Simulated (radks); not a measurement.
Q: These are the eigenvalues of the occupied orbitals of an atom or ion with whole-number occupations (eV). Method: Dirac Kohn-Sham, PBE, spin-unpolarised, spherical densities, finite nucleus; Fermi nuclear charge, rms radius of each element as measured or else 0.836 A^(1/3) + 0.57 fm; computed with a radial shooting solver on a logarithmic mesh with Libxc functionals.

orbital  eigenvalue
1s1/2     -40251.32
2s1/2     -6459.110
2p1/2     -6099.675
2p3/2     -5653.086
3s1/2     -1406.513
3p1/2     -1254.260
3p3/2     -1166.492
3d3/2     -900.2555
3d5/2     -881.4080
4s1/2     -300.4699
4p1/2     -243.9117
4p3/2     -225.0640
4d3/2     -132.2016
4d5/2     -128.8989
5s1/2      -60.0885
5p1/2      -44.4158
5p3/2      -41.5420
4f5/2      -25.2657
6f5/2       -4.3842

Which element is it, and in what charge state? The configuration may be excited. Open shells, if any, fill j = l - 1/2 first.

A: Z = 58, cerium, charge +2: Ce2+ in [Xe] 4f1 6f1. The list shows which subshells hold electrons but not how many an open one holds; the 1s level, -1479.2 hartree, gives Z - s = 54.4 by -(Z - s)^2/2, which with screening and relativity narrows Z to a few neighbours, and the depths of the outer levels then fix element, charge and occupations together.
